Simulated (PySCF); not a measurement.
The second ionisation energy along group 15

Calculated with PySCF 2.14 from differences of total energies of unrestricted determinants, without spin-orbit coupling. Values in eV. The last column holds reference values (NIST; (s) semi-empirical, (t) theoretical, else measured). Unmarked ones compare directly (S terms, centres of terms, or small fine structure); those marked * lie between the lowest fine-structure levels and include a spin-orbit shift.

```
                                                                              element                         configurations     UHF     LDA     PBE  r2SCAN  MP2 (valence)  SCS-MP2 (valence and next inner shell)         reference
 N (x2c-QZVPPall with one added diffuse shell each of s, p, d, f type, spin-free X2C)            [He] 2s2 2p2 → [He] 2s2 2p1  29.203  30.056  29.897  30.133         29.661                                  29.543      29.601 (s) *
 P (x2c-QZVPPall with one added diffuse shell each of s, p, d, f type, spin-free X2C)            [Ne] 3s2 3p2 → [Ne] 3s2 3p1  19.157  19.811  19.770  19.937         19.644                                  19.561      19.769 (s) *
As (x2c-QZVPPall with one added diffuse shell each of s, p, d, f type, spin-free X2C)  [Ar] 3d10 4s2 4p2 → [Ar] 3d10 4s2 4p1  17.979  18.661  18.502  18.724         18.386                                  18.418          18.589 *
Sb (x2c-QZVPPall with one added diffuse shell each of s, p, d, f type, spin-free X2C)  [Kr] 4d10 5s2 5p2 → [Kr] 4d10 5s2 5p1  16.002  16.671  16.475  16.650         16.348                                  16.419  16.626 ± 0.025 *
```

"Valence" correlates the outer s and p shells and, in groups 3 to 12 and the f block, the outer d or f shell, open or full, or the next shell where the ion has no valence electron left; the wider scheme adds the next inner shell.
